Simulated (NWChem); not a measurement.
Species: C$_{3}$H$_{4}$Cl$_{2}$Si; SMILES [SiH3]C(Cl)=C=CCl

All runs: NWChem. Medium grid unless said otherwise, to which SCAN and Minnesota functionals are sensitive. All runs use the structure optimised with PBE0/def2-SVP.

Order these by “highest occupied level (eV)”, lowest first: BLYP/def2-SVP; CAM-B3LYP/def2-SVP; LDA (Slater exchange, VWN5)/def2-SVP; B3LYP/def2-SVP.

CAM-B3LYP/def2-SVP (-8.77), B3LYP/def2-SVP (-7.26), LDA (Slater exchange, VWN5)/def2-SVP (-6.46), BLYP/def2-SVP (-6.09)
